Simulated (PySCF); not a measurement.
chlorotrifluoromethane (CClF3), singlet, at a GFN2-xTB geometry; CCSD(T)/STO-3G (PySCF).

Here is a job for PySCF.
```python
from pyscf import gto, scf, cc

mol = gto.Mole()
mol.atom = '''
    F    -0.861346   -0.632540   -1.028742
    C    -0.350356   -0.007744    0.018897
    F    -0.844074    1.218756    0.050069
    F    -0.745765   -0.640392    1.110886
    Cl    1.421341    0.031415   -0.076664
'''
mol.basis = 'sto-3g'
mol.charge = 0
mol.spin = 0
mol.verbose = 4
mol.build()

mf = scf.RHF(mol)
mf.kernel()

mycc = cc.CCSD(mf)
mycc.kernel()
et = mycc.ccsd_t()
print('E(CCSD(T)) = %.10f' % (mycc.e_tot + et))
```

What the program printed (banner, timings and long lists left out):

```
PySCF version 2.14.0

[INPUT] verbose = 4
[INPUT] num. atoms = 5
[INPUT] num. electrons = 50
[INPUT] charge = 0
[INPUT] spin (= nelec alpha-beta = 2S) = 0
[INPUT] symmetry False subgroup None
[INPUT] Mole.unit = angstrom
[INPUT] Symbol           X                Y                Z      unit          X                Y                Z       unit  Magmom
[INPUT]  1 F     -0.861346000000  -0.632540000000  -1.028742000000 AA   -1.627708038490  -1.195327362832  -1.944040632837 Bohr   0.0
[INPUT]  2 C     -0.350356000000  -0.007744000000   0.018897000000 AA   -0.662076886098  -0.014634039109   0.035710154576 Bohr   0.0
[INPUT]  3 F     -0.844074000000   1.218756000000   0.050069000000 AA   -1.595068688866   2.303115052670   0.094616697331 Bohr   0.0
[INPUT]  4 F     -0.745765000000  -0.640392000000   1.110886000000 AA   -1.409291603286  -1.210165492362   2.099270295614 Bohr   0.0
[INPUT]  5 Cl     1.421341000000   0.031415000000  -0.076664000000 AA    2.685945219615   0.059365746203  -0.144873963614 Bohr   0.0

nuclear repulsion = 250.095110902559
number of shells = 17
number of NR pGTOs = 87
number of NR cGTOs = 29
basis = sto-3g
ecp = {}

******** <class 'pyscf.scf.hf.RHF'> ********
method = RHF
initial guess = minao
damping factor = 0
level_shift factor = 0
DIIS = <class 'pyscf.scf.diis.CDIIS'>
diis_start_cycle = 1
diis_space = 8
diis_damp = 0
SCF conv_tol = 1e-09
SCF conv_tol_grad = None
SCF max_cycles = 50
direct_scf = True
direct_scf_tol = 1e-13
Set gradient conv threshold to 3.16228e-05
Initial guess from minao.
init E= -786.523263142765
  HOMO = -0.520285586673726  LUMO = 0.192480986053332  gap/eV = 19.39537
cycle= 1 E= -785.856314016913  delta_E= 0.667  |g|= 0.829  |ddm|= 2.96
  HOMO = -0.435496140326109  LUMO = 0.175045077940839  gap/eV = 16.61367
cycle= 2 E= -786.076731207445  delta_E= -0.22  |g|= 0.272  |ddm|= 1.43
  HOMO = -0.429214462918416  LUMO = 0.312068380619367  gap/eV = 20.17133
cycle= 3 E= -786.098758717345  delta_E= -0.022  |g|= 0.0375  |ddm|= 0.335
  HOMO = -0.431854215314822  LUMO = 0.321548295412278  gap/eV = 20.50113
cycle= 4 E= -786.099817253887  delta_E= -0.00106  |g|= 0.00398  |ddm|= 0.117
  HOMO = -0.431054570337908  LUMO = 0.320129950182859  gap/eV = 20.44077
cycle= 5 E= -786.099826944364  delta_E= -9.69e-06  |g|= 0.000872  |ddm|= 0.00874
  HOMO = -0.430968212108196  LUMO = 0.320487998436549  gap/eV = 20.44817
cycle= 6 E= -786.099827397199  delta_E= -4.53e-07  |g|= 8.83e-05  |ddm|= 0.00223
  HOMO = -0.430946347232303  LUMO = 0.32048308038241  gap/eV = 20.44744
cycle= 7 E= -786.09982740254  delta_E= -5.34e-09  |g|= 1.32e-05  |ddm|= 0.000252
  HOMO = -0.430945922044812  LUMO = 0.320484666965094  gap/eV = 20.44747
cycle= 8 E= -786.099827402663  delta_E= -1.24e-10  |g|= 3.47e-06  |ddm|= 3.61e-05
  HOMO = -0.430946465179338  LUMO = 0.320484374359819  gap/eV = 20.44747
Extra cycle  E= -786.099827402674  delta_E= -1.05e-11  |g|= 1.6e-06  |ddm|= 6.57e-06
converged SCF energy = -786.099827402674

******** <class 'pyscf.cc.ccsd.CCSD'> ********
CC2 = 0
CCSD nocc = 25, nmo = 29
max_cycle = 50
direct = 0
conv_tol = 1e-07
conv_tol_normt = 1e-05
diis_space = 6
diis_start_cycle = 0
diis_start_energy_diff = 1e+09
Init t2, MP2 energy = -786.208137188136  E_corr(MP2) -0.108309785462057
Init E_corr(CCSD) = -0.108309785463145
cycle = 1  E_corr(CCSD) = -0.122327973700338  dE = -0.0140181882  norm(t1,t2) = 0.0500661
cycle = 2  E_corr(CCSD) = -0.129449711760055  dE = -0.00712173806  norm(t1,t2) = 0.0153565
cycle = 3  E_corr(CCSD) = -0.131049319051215  dE = -0.00159960729  norm(t1,t2) = 0.00662319
cycle = 4  E_corr(CCSD) = -0.131994911984128  dE = -0.000945592933  norm(t1,t2) = 0.00211677
cycle = 5  E_corr(CCSD) = -0.131950425755902  dE = 4.44862282e-05  norm(t1,t2) = 0.00047499
cycle = 6  E_corr(CCSD) = -0.131943254104969  dE = 7.17165093e-06  norm(t1,t2) = 0.000141775
cycle = 7  E_corr(CCSD) = -0.13194479800672  dE = -1.54390175e-06  norm(t1,t2) = 3.79987e-05
cycle = 8  E_corr(CCSD) = -0.131943988059618  dE = 8.09947102e-07  norm(t1,t2) = 8.86099e-06
cycle = 9  E_corr(CCSD) = -0.131943697687286  dE = 2.90372332e-07  norm(t1,t2) = 3.00687e-06
cycle = 10  E_corr(CCSD) = -0.131943677382462  dE = 2.0304824e-08  norm(t1,t2) = 6.75252e-07
CCSD converged
E(CCSD) = -786.2317710800562  E_corr = -0.1319436773824621
CCSD(T) correction = -0.00517157524899795
E(CCSD(T)) = -786.2369426553
```
